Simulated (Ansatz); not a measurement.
Reaction (ligand exchange at a Ga–C bond): `[CH3][GaH][NH2]` + `O[SiH2]O` → `[NH2][GaH][O][SiH2]O` + CH₄

Isolated molecules relaxed with PBE0-D4/def2-TZVP in Ansatz; ΔE leaves out vibrations. CBS: MP2 limit from def2 TZ/QZ plus the TZ coupled-cluster correction, frozen cores. This one scheme is used for every species. Functionals use def2-TZVPP. B3LYP here is the variant with VWN-RPA as its local correlation; programs differ in this. For Ga outer-core shells are correlated without core-valence functions, which leaves a few kJ/mol of doubt a bond. Scalar relativity is left out up to krypton. One conformer a species, not always the lowest.

`[CH3][GaH][NH2]`:

Z-matrix (Å, degrees):
```
C
Ga 1 1.962
H 1 1.093 2 110.5
H 1 1.093 2 110.4 3 118.4
H 1 1.091 2 111.7 3 -120.8
N 2 1.819 1 118.1 3 121.0
H 2 1.566 1 126.4 3 -59.0
H 6 1.006 2 124.0 1 -180.0
H 6 1.006 2 124.3 1 -0.0
```

`O[SiH2]O`:

```xyz
7

O    -0.878    1.064    0.448
Si   -0.103   -0.104   -0.407
O     1.101   -0.840    0.431
H    -1.388    0.793    1.213
H    -1.018   -1.214   -0.761
H     0.421    0.613   -1.593
H     1.865   -0.313    0.669
```

`[NH2][GaH][O][SiH2]O`:

Cartesian coordinates in Å:
```
N -1.142 0.548 1.551
Ga 0.120 -0.741 1.564
O 0.956 -0.940 -0.013
Si 0.960 -0.093 -1.391
O -0.444 0.752 -1.622
H -1.285 1.121 0.735
H -1.670 0.849 2.350
H 0.512 -1.676 2.728
H 1.152 -1.038 -2.523
H 2.017 0.945 -1.363
H -1.176 0.273 -2.014
```

CH₄:

Z-matrix (Å, degrees):
```
C
H 1 1.090
H 1 1.090 2 109.5
H 1 1.090 2 109.5 3 -120.0
H 1 1.090 2 109.5 3 120.0
```

```tsv
level	ΔE (kcal/mol)	difference from CCSD(T)/CBS
PBE-D4	-21.7	1.1
r2SCAN-D4	-23.9	-1.1
PBE0-D4	-22.2	0.6
B3LYP-D4	-24.6	-1.8
ωB97X-V	-23.7	-0.9
ωB97M-V	-22.9	-0.1
B2PLYP	-23.8	-1.0
PBE	-20.5	2.3
r2SCAN	-23.6	-0.8
PBE0	-21.2	1.6
B3LYP	-22.7	0.1
HF/def2-TZVPP	-26.0	-3.2
MP2/def2-TZVPP	-24.1	-1.3
SCS-MP2/def2-TZVPP	-24.8	-2.0
CCSD/def2-TZVPP	-23.9	-1.1
CCSD(T)/def2-TZVPP	-23.9	-1.1
HF/def2-QZVPP	-26.2	-3.4
MP2/def2-QZVPP	-23.5	-0.7
SCS-MP2/def2-QZVPP	-24.2	-1.4
HF/CBS(def2)	-26.2	-3.4
MP2/CBS(def2)	-23.0	-0.2
CCSD/CBS(def2)	-22.8	0.0
CCSD(T)/CBS	-22.8	0
```

Largest T1 diagnostic among the species: 0.014.

The D4 term adds −1.9 kcal/mol with B3LYP and −1.1 kcal/mol with PBE0; it sums over pairs of atoms, weighted by their polarisabilities, and B3LYP, whose exchange is more repulsive, gets the larger term. In def2-TZVPP, CCSD(T) changes the Hartree–Fock value by +2.0 kcal/mol (the triples alone add −0.1 kcal/mol) and MP2 by +1.9 kcal/mol.
